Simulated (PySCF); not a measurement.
SMILES CC([SiH](Cl)Cl)(C)C, GFN2-xTB optimised geometry.

```
17

Si     0.28    -1.42     0.00
Cl    -0.38    -2.39     1.65
Cl     2.30    -1.42     0.00
C     -0.38     0.39     0.00
C      0.12     1.12    -1.25
C      0.12     1.14     1.24
C     -1.91     0.39     0.00
H     -0.18    -2.16    -1.17
H     -0.25     2.14    -1.25
H      1.20     1.15    -1.28
H     -0.24     0.63    -2.16
H     -0.26     2.16     1.23
H      1.21     1.18     1.26
H     -0.23     0.66     2.15
H     -2.30    -0.12    -0.88
H     -2.28     1.41     0.00
H     -2.30    -0.11     0.88
```

Density from PySCF 2.14.0 with B3LYP/def2-SVP at that geometry.

Minimum of the electron density along straight lines between bonded atoms, close to the bond critical point (lines longer than 1.1 times the sum of covalent radii, or with two minima, are not listed):

```tsv
bond	length / Å	ρ at the minimum / e bohr⁻³	∇²ρ there / e bohr⁻⁵	position (fraction from the first atom)
Si1–Cl2	2.020	0.098	0.32	0.37
Si1–Cl3	2.020	0.098	0.32	0.37
Si1–C4	1.924	0.116	0.24	0.38
C4–C5	1.532	0.241	-0.54	0.50
C4–C6	1.533	0.241	-0.54	0.50
C4–C7	1.532	0.241	-0.54	0.50
Si1–H8	1.459	0.122	0.32	0.49
C5–H9	1.089	0.276	-1.01	0.62
C5–H10	1.088	0.278	-1.03	0.63
C5–H11	1.088	0.277	-1.01	0.62
C6–H12	1.089	0.276	-1.00	0.62
C6–H13	1.088	0.278	-1.02	0.63
C6–H14	1.088	0.278	-1.02	0.63
C7–H15	1.088	0.277	-1.01	0.62
C7–H16	1.089	0.276	-1.01	0.62
C7–H17	1.088	0.278	-1.03	0.63
```
